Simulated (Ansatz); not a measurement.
Cost and result up the ladder for BiH₂F (4 atoms). The state is a singlet with charge 0. Geometry: PBE-D4/def2-TZVP.

```xyz
4

Bi    0.2884   -0.4428    0.5807
H    -0.8528    0.9425    0.8715
H    -0.8602   -1.0873   -0.6728
F     1.4246    0.5877   -0.7793
```

Ansatz on 4 threads of Arm Neoverse V1 on a shared host. Times are rough, and most runs start from the orbitals of an earlier one. ωB97X-V/def2-TZVP serves as the yardstick here, not as an exact answer. Differences are given only for rows in sets of like size (and for xTB, whose basis is part of the method), since another set adds its own error. Binding counts from free atoms at the same level (Bi quartet, H doublet, F doublet; other spins of the atoms weren't run), without zero-point energy or a counterpoise term.

In the def2 sets Bi takes a core potential; there is no spin–orbit coupling. LC-ωPBE has ω = 0.4 bohr⁻¹. Correlated methods freeze 5 core orbitals; core or outer-core shells of Bi are correlated, in sets that lack core-valence functions.

Correlated methods converge slowly with the basis.

```json
{"level": "HF/def2-TZVP", "functions": "93", "wall time": "0.25 s", "binding energy per atom (eV)": "1.26", "difference from ωB97X-V/def2-TZVP (eV)": "-1.09"}
{"level": "PBE-D4/def2-SVP", "functions": "50", "wall time": "0.3 s", "binding energy per atom (eV)": "2.32", "difference from ωB97X-V/def2-TZVP (eV)": "–"}
{"level": "PBE-D4/def2-TZVP", "functions": "93", "wall time": "0.4 s", "binding energy per atom (eV)": "2.39", "difference from ωB97X-V/def2-TZVP (eV)": "0.04"}
{"level": "PBE0-D4/def2-SVP", "functions": "50", "wall time": "0.4 s", "binding energy per atom (eV)": "2.16", "difference from ωB97X-V/def2-TZVP (eV)": "–"}
{"level": "MP2/def2-TZVP", "functions": "93", "wall time": "0.45 s", "binding energy per atom (eV)": "2.10", "difference from ωB97X-V/def2-TZVP (eV)": "-0.25"}
{"level": "PBE-D4/def2-TZVPD", "functions": "114", "wall time": "0.55 s", "binding energy per atom (eV)": "2.40", "difference from ωB97X-V/def2-TZVP (eV)": "0.05"}
{"level": "LC-ωPBE/def2-TZVP", "functions": "93", "wall time": "0.6 s", "binding energy per atom (eV)": "2.21", "difference from ωB97X-V/def2-TZVP (eV)": "-0.14"}
{"level": "PBE0-D4/def2-TZVP", "functions": "93", "wall time": "0.65 s", "binding energy per atom (eV)": "2.24", "difference from ωB97X-V/def2-TZVP (eV)": "-0.11"}
{"level": "PBE0-D4/def2-TZVPD", "functions": "114", "wall time": "0.65 s", "binding energy per atom (eV)": "2.25", "difference from ωB97X-V/def2-TZVP (eV)": "-0.10"}
{"level": "r2SCAN-D4/def2-TZVP", "functions": "93", "wall time": "0.95 s", "binding energy per atom (eV)": "2.28", "difference from ωB97X-V/def2-TZVP (eV)": "-0.07"}
{"level": "r2SCAN-D4/def2-TZVPD", "functions": "114", "wall time": "1.2 s", "binding energy per atom (eV)": "2.29", "difference from ωB97X-V/def2-TZVP (eV)": "-0.06"}
{"level": "B97M-V/def2-TZVP", "functions": "93", "wall time": "1.4 s", "binding energy per atom (eV)": "2.44", "difference from ωB97X-V/def2-TZVP (eV)": "0.09"}
{"level": "ωB97X-V/def2-TZVP (with forces)", "functions": "93", "wall time": "1.8 s", "binding energy per atom (eV)": "2.35", "difference from ωB97X-V/def2-TZVP (eV)": "0.00"}
{"level": "CCSD(T)/def2-TZVPD", "functions": "114", "wall time": "5.5 s", "binding energy per atom (eV)": "2.18", "difference from ωB97X-V/def2-TZVP (eV)": "-0.16"}
```
